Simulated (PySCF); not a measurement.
Ba: electron affinity

Ba⁻ [Xe] 5d1 6s2 (2D) → Ba [Xe] 6s2 (1S), as a difference of total energies. Computed with PySCF 2.14 in aug-cc-pVDZ-X2C (8s7p5d, 54 functions), with scalar relativity by spin-free X2C-1e. Correlated levels: valence: [Xe] frozen. The calculations carry no spin-orbit coupling.

```json
{"method": "UHF", "electron affinity (eV)": "-0.898"}
{"method": "MP2 (valence)", "electron affinity (eV)": "-0.797"}
{"method": "SCS-MP2 (valence)", "electron affinity (eV)": "-0.807"}
{"method": "CCSD (valence)", "electron affinity (eV)": "-0.600"}
{"method": "CCSD(T) (valence)", "electron affinity (eV)": "-0.539"}
{"method": "CCSDT (valence)", "electron affinity (eV)": "-0.484"}
{"method": "FCI (valence)", "electron affinity (eV)": "-0.484"}
```

The configuration of this anion was assumed by filling the next shell in order. It is not the known or likely ground configuration (Ca⁻, Sr⁻ and Ba⁻, for instance, bind a p electron), so these values are not the electron affinity of the element.

A negative affinity means that the anion lies above the atom at that level of theory.

The coupled-cluster amplitudes are large for Ba⁻ (T1 above 0.03 or a double amplitude above 0.15), so a single reference is strained.
